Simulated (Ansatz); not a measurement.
C₄H₃F₃ (`C=C(F)C=C(F)F`), relaxed with RKS PBE0-D4/def2-TZVP in Ansatz from a PBE-D4/def2-SVP geometry. The force threshold is 0.005 eV/Å; the program also tests the step.

Total charge 0; spin multiplicity 1.

Start:

```xyz
10

C     1.650   -0.601    0.777
C     0.730    0.146    0.131
F     1.089    1.341   -0.388
C    -0.662   -0.217   -0.074
C    -1.596    0.515   -0.718
F    -1.415    1.694   -1.279
F    -2.850    0.115   -0.864
H     2.682   -0.239    0.880
H     1.373   -1.573    1.203
H    -1.002   -1.180    0.330
```

How much energy does the relaxation release, and in how many steps? (Best estimate.)

Computed: 1.47 kcal/mol, in 5 steps.

Which bonds change most? (Estimate.)

The calculation gave: C4–C5 from 1.350 to 1.327 Å; C1–C2 from 1.350 to 1.328 Å; C4–H10 from 1.098 to 1.081 Å; C1–H8 from 1.098 to 1.081 Å.

Give the relaxed structure. (Estimate.)

Ansatz gave: 
```xyz
10

C     1.630   -0.593    0.767
C     0.729    0.145    0.130
F     1.089    1.329   -0.382
C    -0.656   -0.212   -0.075
C    -1.574    0.507   -0.707
F    -1.412    1.673   -1.267
F    -2.816    0.107   -0.850
H     2.648   -0.247    0.875
H     1.350   -1.549    1.184
H    -0.987   -1.160    0.324
```
